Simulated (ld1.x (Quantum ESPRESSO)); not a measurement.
Scattering properties, ultrasoft potential for magnesium

ld1.x (Quantum ESPRESSO) 7.5 input, shortened:

```
&input
   title='Mg', zed=12., rel=1, dft='PBESOL', iswitch=3,
   config='[Ne] 3s0 3p0'
 /
 &inputp
   pseudotype=3, tm=.true., lloc=-2, rcloc=2.40,
   nlcc=.false.,
   which_augfun='PSQ', rmatch_augfun=1.05
 /
4
3S  1  0   0.00   0.00  2.05  2.55  0.0
3S  1  0   0.00   3.05  2.05  2.55  0.0
2P  2  1   6.00   0.00  1.15  1.25  0.0
3P  3  1   0.00   0.00  1.15  1.25  0.0
 &test
   configts(1)='2p6 3s0 3p0'
 /
```

The phase is arctan(r·u′/u) with u = r·R(r), unwrapped; energies in Ry, scanned from -7 to 5 Ry. A pole is an energy at which the radial function vanishes at the test radius. The pseudo phase is shifted by a multiple of π to meet the all-electron one at the reference energy, and phase errors are pseudo minus all-electron; the curves can meet again beyond the range given. Levels narrower than the energy grid can be missing from the lists of poles.

```
channel  radius (bohr)  reference energy (Ry)  poles, all-electron  poles, pseudo  unbroken range about the reference energy with phases within 0.05 rad  phase error 1 Ry above the reference energy (rad)
      s           2.74                  -1.33                -0.15          -0.15                                                        the whole range                                             -0.001
      p           2.74                  -0.93          -4.89, 0.56    -4.89, 0.58                                                              below 2.6                                             +0.001
```

Phases in the p channel:

| E (Ry) | all-electron | pseudo |
| --- | --- | --- |
| -7.00 | 1.417 | 1.417 |
| -6.48 | 1.409 | 1.409 |
| -5.96 | 1.399 | 1.399 |
| -5.44 | 1.387 | 1.387 |
| -4.92 | 1.290 | 1.290 |
| -4.40 | -1.777 | -1.777 |
| -3.88 | -1.800 | -1.800 |
| -3.36 | -1.829 | -1.829 |
| -2.84 | -1.872 | -1.872 |
| -2.32 | -1.943 | -1.943 |
| -1.80 | -2.089 | -2.088 |
| -1.28 | -2.543 | -2.542 |
| -0.76 | -3.899 | -3.898 |
| -0.24 | -4.476 | -4.476 |
| 0.28 | -4.655 | -4.654 |
| 0.80 | -4.751 | -4.748 |
| 1.32 | -4.827 | -4.821 |
| 1.84 | -4.910 | -4.899 |
| 2.36 | -5.041 | -5.011 |
| 2.88 | -5.356 | -5.243 |
| 3.40 | -6.481 | -6.010 |
| 3.92 | -7.365 | -7.160 |
| 4.44 | -7.605 | -7.521 |
| 4.96 | -7.707 | -7.657 |
